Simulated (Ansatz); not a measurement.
Isolated molecules relaxed with PBE0-D4/def2-TZVP in Ansatz; ΔE leaves out vibrations. CCSD(T)/CBS is the MP2 limit (def2-TZVPP, def2-QZVPP) plus CCSD(T) − MP2 in def2-TZVPP, frozen cores. This one scheme is used for every species. Functionals use def2-TZVPP. HSE06 is defined as in plane-wave codes. Open shells (•) are unrestricted, without spin–orbit coupling. Each species was taken in one conformer, which may not be the lowest.

Reaction (homolysis of the B–N bond): `CNB(Cl)Cl` → `Cl[B]Cl`• + `C[NH]`•

`CNB(Cl)Cl`:

```xyz
9

C    -1.008   -0.560   -0.366
N     0.293   -0.360    0.229
B     1.026    0.810    0.316
Cl    0.431    2.333   -0.339
Cl    2.606    0.783    1.106
H    -1.734   -0.899    0.377
H    -1.361    0.379   -0.787
H    -0.962   -1.301   -1.169
H     0.707   -1.186    0.632
```

`Cl[B]Cl`•:

Cartesian coordinates in Å:
```
Cl 0.296 -0.962 -1.179
B 0.266 0.424 -0.162
Cl -0.562 0.538 1.341
```

`C[NH]`•:

```xyz
6

C    -0.016    0.217   -0.297
N    -0.340   -0.106    1.057
H     1.072    0.298   -0.442
H    -0.477    1.162   -0.591
H    -0.351   -0.569   -0.993
H     0.112   -1.002    1.266
```

| level | ΔE (eV) | difference from CCSD(T)/CBS |
| --- | --- | --- |
| LDA (SPW92) | 6.51 | 0.59 |
| HSE06-D4 | 5.72 | -0.20 |
| CAM-B3LYP-D4 | 5.79 | -0.13 |
| r2SCANh | 5.48 | -0.44 |
| HSE06 | 5.64 | -0.28 |
| HF/def2-SVP | 4.74 | -1.18 |
| CCSD(T)/def2-SVP | 5.83 | -0.09 |
| HF/def2-QZVPP | 4.49 | -1.43 |
| SCS-MP2/def2-QZVPP | 6.07 | 0.15 |
| CCSD/CBS(def2) | 5.82 | -0.10 |
| CCSD(T)/CBS | 5.92 | 0 |

Largest T1 diagnostic among the species: 0.015.

At CCSD(T), def2-SVP lies −0.09 eV from the extrapolated value and def2-TZVPP −0.13 eV. From PBE to PBE0 (25 % exact exchange), in def2-TZVPP and without D4, ΔE moves by +0.05 eV. The D4 term adds +0.16 eV with B3LYP and +0.08 eV with PBE0; it sums over pairs of atoms, weighted by their polarisabilities, and B3LYP, whose exchange is more repulsive, gets the larger term.

B3LYP here is the variant with VWN-RPA as its local correlation; programs differ in this.
